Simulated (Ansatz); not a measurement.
Zr₄O₁₅H₁₄, a hydroxylated oxide cluster. Total charge 0; singlet. Geometry PBE-D4/def2-SVP, basis def2-TZVP, Ansatz.

```xyz
33

Zr    0.103   -0.734    0.573
Zr    0.227    2.325   -0.928
Zr   -0.181   -1.239   -3.007
Zr   -0.836   -1.146    3.973
O    -0.516    2.825   -2.709
O    -0.432    3.649    0.357
O    -1.040    0.334   -3.726
O     2.115    2.800   -1.064
O     0.854    0.158   -1.438
O     0.959    1.011    1.363
O    -1.228    0.858   -0.274
O     0.751   -0.007    4.034
O    -1.031   -2.714   -3.941
O     1.731   -1.412   -3.501
O    -0.738   -1.930   -1.060
O     1.678   -1.836    0.842
O    -1.125   -1.245    2.018
O    -2.346   -0.253    4.819
O    -0.478   -2.905    4.724
H    -0.376    3.558   -3.331
H    -0.266    4.416    0.924
H    -0.943    1.301   -3.520
H     2.983    2.736   -0.637
H     1.803    0.063   -1.662
H     0.385    1.678    1.792
H    -2.069    1.112    0.146
H     1.223    0.410    3.276
H    -1.538   -3.339   -4.474
H     2.187   -1.929   -4.184
H    -1.292   -2.718   -0.928
H     2.520   -2.303    0.924
H    -2.983    0.138    5.429
H    -0.101   -3.663    5.188
```

```tsv
run	HOMO (eV)	LUMO (eV)
A	-6.80	-1.49
B	-6.58	-1.26
C	-7.05	-1.14
D	-7.96	-0.73
E	-8.23	-0.46
F	-6.96	-1.07
```

In the def2 sets Zr takes a core potential; there is no spin–orbit coupling. B3LYP takes the VWN-RPA correlation. Single mean-field runs in def2-TZVP are fitted with def2-universal-jkfit.

Problem. The runs used B3LYP, B97M-V, LDA (SPW92), PBE, PBE0, r2SCAN. Estimate which is which.

Solution. A LDA (SPW92) (0 % exact exchange); B PBE (0 % exact exchange); C B97M-V (0 % exact exchange); D B3LYP (20 % exact exchange); E PBE0 (25 % exact exchange); F r2SCAN (0 % exact exchange). Exact exchange lowers occupied and raises empty levels; among semilocal functionals meta-GGAs tend to open the gap a little, and such runs are hard to tell apart. The gap grows from 5.31 eV (LDA (SPW92)) to 7.77 eV (PBE0).
